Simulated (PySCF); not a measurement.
Species: BCl3.
SMILES: `ClB(Cl)Cl`

The calculation used PBE0-D3(BJ)/def2-TZVP geometry optimisation, gas phase in PySCF 2.14.0.

Take the most abundant isotopes and a rigid rotor. 

Question: Give the principal moments of inertia and the rotational constants in MHz.

Answer: Ia = 158.17, Ib = 158.38, Ic = 316.55 u·Å²; 505379 MHz·u·Å²/I gives A = 3195, B = 3191, C = 1597 MHz.

Question: Classify the top.

Answer: An oblate symmetric top, as the point group D3h requires two equal moments; the computed ones differ by 0.13 % because the geometry is symmetric only within the optimiser's tolerance: κ = (2 × 3191 − 3195 − 1597)/(3195 − 1597) = 0.99.

Question: Is it planar, by Δ = Ic − Ia − Ib?

Answer: Planar: Δ = Ic − Ia − Ib = 0.00 u·Å². For a rigid frame Δ = −2 Σ m c², so it vanishes when all atoms lie in the ab plane; here none is more than 0.01 Å from it.

The point group D3h allows no dipole (computed: 0.00 D), so a rigid rotor has no electric-dipole lines.

Whether it is a minimum is left open (no frequencies). Constants of a rigid frame at the computed geometry: no zero-point averaging, no centrifugal distortion.
